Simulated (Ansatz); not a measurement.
Consider the ligand exchange at a B–O bond: `C[SiH2]BO` + HCl → `C[SiH2]BCl` + H₂O.

Program: Ansatz. Geometries: PBE0-D4/def2-TZVP. ΔE: electronic, gas phase. CBS: MP2 limit from def2 TZ/QZ plus the TZ coupled-cluster correction, frozen cores. This one scheme is used for every species. Functionals use def2-TZVPP. Each species was taken in one conformer, which may not be the lowest.

`C[SiH2]BO`:

Cartesian coordinates in Å:
```
C -0.982 -0.290 1.352
Si -0.752 0.351 -0.397
B 1.137 0.145 -1.101
O 2.076 -0.404 -0.295
H -0.741 -1.354 1.406
H -0.320 0.237 2.044
H -2.011 -0.155 1.693
H -1.685 -0.356 -1.326
H -1.126 1.797 -0.464
H 1.457 0.495 -2.211
H 2.946 -0.466 -0.701
```

HCl:

Z-matrix (Å, degrees):
```
Cl
H 1 1.279
```

`C[SiH2]BCl`:

```xyz
10

C    -1.382   -0.542   -0.074
Si    0.485   -0.585    0.058
B     1.339    1.242    0.042
Cl    0.361    2.681   -0.087
H    -1.690   -0.055   -1.002
H    -1.801   -1.551   -0.061
H    -1.814    0.019    0.757
H     1.076   -1.367   -1.069
H     0.909   -1.268    1.318
H     2.516    1.427    0.117
```

H₂O:

```xyz
3

O     0.028   -0.385    0.049
H     0.741    0.236   -0.113
H    -0.769    0.149    0.063
```

Question: Is it downhill or uphill in electronic energy at CCSD(T)/CBS, and by how much? (Best estimate.)

Answer: The calculation gave: Uphill: ΔE = +36.6 kJ/mol.

Question: What do these levels give: PBE0-D4, BHLYP-D4, ωB97M-V, PBE-QIDH, r2SCAN0, HF/def2-TZVPP? (Estimate.)

Answer: The calculation gave: PBE0-D4 38.1, BHLYP-D4 42.8, ωB97M-V 42.6, PBE-QIDH 38.4, r2SCAN0 39.7, HF/def2-TZVPP 45.7 kJ/mol.

Largest T1 diagnostic among the species: 0.013.

At CCSD(T), def2-SVP lies +20.7 kJ/mol from the extrapolated value and def2-TZVPP +5.1 kJ/mol. In def2-TZVPP, CCSD(T) changes the Hartree–Fock value by −4.0 kJ/mol (the triples alone add −1.3 kJ/mol) and MP2 by −8.1 kJ/mol. Leaving LDA and LC-ωPBE aside and taking each functional with its dispersion term where it has one, the values, not all of them listed here, spread over 11.9 kJ/mol, from revPBE-D4 to CAM-B3LYP-D4. LDA lies +5.7 kJ/mol from PBE without D4.
